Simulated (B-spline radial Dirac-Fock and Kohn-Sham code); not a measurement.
**Auger parameter of tantalum: the K level and its strongest K-LL line**

Level of theory: Dirac-Fock energy differences between relaxed states, corrected for Breit and QED terms; a radial atomic solver. The modified Auger parameter α′ is the binding energy plus the kinetic energy of the Auger electron; it does not depend on the energy zero. For free ions it tends to fall with charge, since less charge screens the final holes.

```tsv
species	configuration	binding 1s (eV)	Auger line	kinetic (eV)	α′ (eV)
Ta	[Xe] 4f14 5d3 6s2	67416.9	L2L3 J=2	46144.7	113561.6
Ta⁺	[Xe] 4f14 5d3 6s1	67424.9	L2L3 J=2	46135.3	113560.2
Ta⁺ (Watson 2.4 Å)	[Xe] 4f14 5d3 6s1	67419.0	L2L3 J=2	46141.3	113560.3
Ta⁺ (Watson 2.7 Å)	[Xe] 4f14 5d3 6s1	67419.6	L2L3 J=2	46140.6	113560.2
Ta²⁺	[Xe] 4f14 5d3	67434.0	L2L3 J=2	46125.1	113559.1
Ta³⁺	[Xe] 4f14 5d2	67447.7	L2L3 J=2	46109.4	113557.1
Ta³⁺ (Watson 2.2 Å)	[Xe] 4f14 5d2	67428.1	L2L3 J=2	46129.0	113557.1
Ta⁴⁺	[Xe] 4f14 5d1	67462.9	L2L3 J=2	46092.5	113555.3
Ta⁴⁺ (Watson 1.8 Å)	[Xe] 4f14 5d1	67430.9	L2L3 J=2	46124.5	113555.4
Ta⁴⁺ (Watson 3 Å)	[Xe] 4f14 5d1	67443.7	L2L3 J=2	46111.7	113555.3
Ta⁵⁺	[Xe] 4f14	67479.3	L2L3 J=2	46074.4	113553.7
Ta⁵⁺ (Watson 2.7 Å)	[Xe] 4f14	67452.6	L2L3 J=2	46101.1	113553.7
Ta⁶⁺	[Xe] 4f13	67507.9	L2L3 J=2	46041.4	113549.4
Ta⁷⁺	[Kr] 4d10 4f13 5s2 5p5	67530.6	L2L3 J=2	46018.8	113549.4
```

Values without a named source are computed, but for edge energies of neutral atoms, which are taken from tables.
